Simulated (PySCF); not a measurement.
## A survey of 15N NMR shifts

PySCF 2.14 calculation with PBE0/pcSseg-1 with gauge-including orbitals and GFN2-xTB structure; rapidly exchanging positions averaged, a single conformation, non-relativistic, isolated molecule.

Shieldings were converted by a linear fit to measured shifts: 15N (scatter 6.3 ppm rms vs CH3NO2, solution or neat liquid). Occasional misses reach two or three times the rms, and more in compound classes unlike the fitted ones.

Task: Give the 15N shifts of `C=CN1NCC[C@@H]1C`, `C#C[C@@H](C)[C@H](N)CN`, `O=NOO`, `C=CCn1ncc(C2CC2)n1`, `CCCn1cpcn1`, `N[SiH2]NC/C=C/C(F)(F)F`, `C=N/N=C(\C)C(C)C`.

Result: 
```
                                                                   compound                              environment  δ (ppm)
                   [CH2:1]=[CH:2][N:3]1[NH:4][CH2:5][CH2:6][C@@H:7]1[CH3:8]            N3: nitrogen bonded to O or N   -250.4
                   [CH2:1]=[CH:2][N:3]1[NH:4][CH2:5][CH2:6][C@@H:7]1[CH3:8]            N4: nitrogen bonded to O or N   -303.7
                [CH:1]#[C:2][C@@H:3]([CH3:4])[C@H:5]([NH2:6])[CH2:7][NH2:8]                       N6: amine nitrogen   -353.6
                [CH:1]#[C:2][C@@H:3]([CH3:4])[C@H:5]([NH2:6])[CH2:7][NH2:8]                       N8: amine nitrogen   -365.0
                                                                      O=NOO                         nitroso nitrogen    141.5
[CH2:1]=[CH:2][CH2:3][n:4]1[n:5][cH:6][c:7]([CH:8]2[CH2:9][CH2:10]2)[n:11]1   N5: pyridine-type nitrogen of an azole    -56.7
[CH2:1]=[CH:2][CH2:3][n:4]1[n:5][cH:6][c:7]([CH:8]2[CH2:9][CH2:10]2)[n:11]1  N11: pyridine-type nitrogen of an azole    -68.2
[CH2:1]=[CH:2][CH2:3][n:4]1[n:5][cH:6][c:7]([CH:8]2[CH2:9][CH2:10]2)[n:11]1           N4: pyrrole-type ring nitrogen   -141.8
                         [CH3:1][CH2:2][CH2:3][n:4]1[cH:5][p:6][cH:7][n:8]1   N8: pyridine-type nitrogen of an azole    -49.9
                         [CH3:1][CH2:2][CH2:3][n:4]1[cH:5][p:6][cH:7][n:8]1           N4: pyrrole-type ring nitrogen   -159.1
       [NH2:1][SiH2:2][NH:3][CH2:4]/[CH:5]=[CH:6]/[C:7]([F:8])([F:9])[F:10]          N3: nitrogen bonded to C, Si, H   -364.8
       [NH2:1][SiH2:2][NH:3][CH2:4]/[CH:5]=[CH:6]/[C:7]([F:8])([F:9])[F:10]           N1: nitrogen bonded to Si, 2 H   -380.7
                  [CH2:1]=[N:2]/[N:3]=[C:4](\[CH3:5])[CH:6]([CH3:7])[CH3:8]                       N2: imine nitrogen    -15.4
                  [CH2:1]=[N:2]/[N:3]=[C:4](\[CH3:5])[CH:6]([CH3:7])[CH3:8]                       N3: imine nitrogen    -42.6
```
